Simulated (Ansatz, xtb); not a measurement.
**Two isomers of C4H5F2NS**

Structure I: `CCSC(F)(F)C#N`, a singlet. Structure II: `C=CC(F)(F)C(N)=S`, a singlet. Both are isolated molecules in the gas phase, relaxed with PBE-D3(BJ)/def2-SVP; the shapes shown needn't be the lowest conformers.

I (Å):

```xyz
13

C     0.0744    0.9689   -1.0038
C    -0.0382   -0.4835   -1.4505
C    -1.5300   -1.6981    0.5628
C    -1.6227   -2.7413    1.6094
F    -2.4636   -1.9446   -0.4070
F    -1.8691   -0.4866    1.1083
N    -1.6912   -3.5635    2.4388
S     0.1649   -1.7216   -0.1027
H     0.0078    1.6405   -1.8850
H     1.0409    1.1599   -0.4971
H    -0.7386    1.2363   -0.3030
H     0.7625   -0.7609   -2.1663
H    -1.0041   -0.7058   -1.9465
```

II (Å):

```yaml
atoms:
  - { symbol: C, position_ang: [-1.2512, 2.7906, 0.2807] }
  - { symbol: C, position_ang: [-0.0219, 2.2916, 0.0900] }
  - { symbol: C, position_ang: [0.2587, 1.1375, -0.8287] }
  - { symbol: C, position_ang: [1.1147, 0.0152, -0.2063] }
  - { symbol: F, position_ang: [-0.8974, 0.5666, -1.2929] }
  - { symbol: F, position_ang: [0.9228, 1.6186, -1.9627] }
  - { symbol: N, position_ang: [1.9196, -0.5976, -1.0937] }
  - { symbol: S, position_ang: [0.9443, -0.3894, 1.3878] }
  - { symbol: H, position_ang: [-2.1293, 2.3277, -0.1944] }
  - { symbol: H, position_ang: [-1.4156, 3.6630, 0.9304] }
  - { symbol: H, position_ang: [0.8689, 2.7276, 0.5681] }
  - { symbol: H, position_ang: [2.5024, -1.3754, -0.7810] }
  - { symbol: H, position_ang: [2.0060, -0.2303, -2.0441] }
```

Quicker runs give these differences E(II) − E(I): GFN2-xTB −12.7 kcal/mol; HF/STO-3G +49.7 kcal/mol (at GFN2-xTB geometries); r2SCAN-D4/def2-SVP −14.6 kcal/mol (at GFN2-xTB geometries).

Task: Estimate E(II) − E(I) at the level CCSD(T)/def2-SVP + ΔMP2/def2-TZVPP.

Result: Calculated at CCSD(T)/def2-SVP + ΔMP2/def2-TZVPP: E(II) − E(I) = −6.1 kcal/mol, so structure II lies lower.

The same difference at several levels:

| level | geometry | E(II) − E(I) (kcal/mol) | departure from the last row (kcal/mol) | job, with rough time for the two |
| --- | --- | --- | --- | --- |
| GFN2-xTB | GFN2-xTB | −12.7 | −6.6 | optimisation, 0.37 s |
| HF/STO-3G | GFN2-xTB | +49.7 | +55.7 | single point, 0.4 s |
| r2SCAN-D4/def2-SVP | GFN2-xTB | −14.6 | −8.5 | single point, 3.7 s |
| PBE-D3(BJ)/def2-SVP | PBE-D3(BJ)/def2-SVP | −13.6 | −7.5 | optimisation, 44 s |
| HF/def2-SVP | PBE-D3(BJ)/def2-SVP | −9.9 | −3.8 | part of the CCSD(T) run |
| MP2/def2-SVP | PBE-D3(BJ)/def2-SVP | −3.8 | +2.3 | part of the CCSD(T) run |
| CCSD(T)/def2-SVP | PBE-D3(BJ)/def2-SVP | −5.9 | +0.1 | single point |
| CCSD(T)/def2-SVP + ΔMP2/def2-TZVPP | PBE-D3(BJ)/def2-SVP | −6.1 |  | single point, 86 s |

As drawn, II has 1 C=C, 1 C–N, 1 C=S, 2 N–H in place of 2 C–S, 1 C≡N, 2 C–H.

HF/STO-3G puts the two in the other order. The largest departure from CCSD(T)/def2-SVP + ΔMP2/def2-TZVPP is that of HF/STO-3G, 55.7 kcal/mol. The last row adds to CCSD(T) the change of the MP2 difference between the two basis sets, here −0.1 kcal/mol.

With thermal terms from frequencies at re-optimised GFN2-xTB minima (ideal gas, soft modes damped towards free rotors, one conformer each, 298.15 K, 1 atm): the zero-point term adds −0.1 kcal/mol; ΔH is −6.3 and ΔG −5.9 kcal/mol.

The correlated steps freeze 12 core orbitals. Run with Ansatz 0.2.0, xtb 6.7.1; the last row on 4 threads of Arm Neoverse V1 on a shared host.
